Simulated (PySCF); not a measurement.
**Question.** Give a PBE0-D3(BJ)/def2-SVP geometry of `C[C@@H](O)[C@H](F)Br`.

**Answer.** 
```xyz
12
C3H6BrFO angstrom
C     -1.294    0.311    0.046
C      0.034   -0.307    0.437
O      0.045   -1.696    0.238
C      1.227    0.291   -0.304
F      2.362   -0.317    0.082
Br     1.402    2.209    0.031
H     -2.101   -0.223    0.568
H     -1.350    1.377    0.305
H     -1.467    0.217   -1.040
H      0.224   -0.153    1.512
H     -0.284   -1.876   -0.650
H      1.120    0.196   -1.398
```

Any rigid rotation of these coordinates is as good. Atoms count from 1 in this order. Of the pairs four or more bonds apart, Br6···H8 is among the closest relative to their van der Waals radii: 2.89 Å, 95 % of the sum of Bondi's values. O3 (alcohol oxygen) is bent (angle 108.3°).

Bonds between heavy atoms (Å): C1–C2 1.516, C2–O3 1.403, C2–C4 1.527, C4–F5 1.345, C4–Br6 1.955.

Computed with PBE0-D3(BJ)/def2-SVP geometry optimisation, gas phase (PySCF 2.14.0).

Point group: C1 (no symmetry element, even within 0.4 Å). Not checked by PBE0-D3(BJ)/def2-SVP frequencies. One conformer, not necessarily the lowest (C1–C2–O3–H 49°, C1–C2–C4–F5 -179°).
